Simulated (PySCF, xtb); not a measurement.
CHBF4, SMILES FBC(F)(F)F.

Harmonic wavenumbers (cm⁻¹) from GFN2-xTB in xtb 6.7.1 at its own minimum, in rising order: 24, 168, 227, 356, 454, 465, 582, 724, 737, 987, 1010, 1057, 1141, 1378, 2672.

### Question
What does B3LYP-D3(BJ)/def2-SVP run with PySCF 2.14.0 give at its own minimum? (Estimate from the structure and the level; the computed values follow.)

### Answer
42, 198, 271, 379, 519, 520, 648, 812, 904, 1090, 1142, 1198, 1278, 1468, 2679. Paired by order, the mean absolute difference is 78 cm⁻¹ and the zero-point energies are 17.1 and 18.8 kcal/mol.
